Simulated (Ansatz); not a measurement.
`CB1CC1`, charge 0, multiplicity 1.

Question: Give a relaxed structure at PBE0-D4/def2-TZVP (Ansatz). (An estimate is asked.)

Answer: Ansatz gave: 
Z-matrix (Å, degrees):
```
C
B 1 1.541
H 1 1.101 2 105.5
H 1 1.092 2 114.1 3 116.2
H 1 1.092 2 114.0 3 -116.1
C 2 1.527 1 149.6 3 -86.8
C 2 1.527 1 149.5 3 85.8
H 6 1.087 2 120.4 1 69.8
H 6 1.087 2 120.2 1 -78.3
H 7 1.087 2 120.2 1 78.4
H 7 1.087 2 120.4 1 -69.8
```
Point group Cs.
This is one stationary point; other conformers may exist.
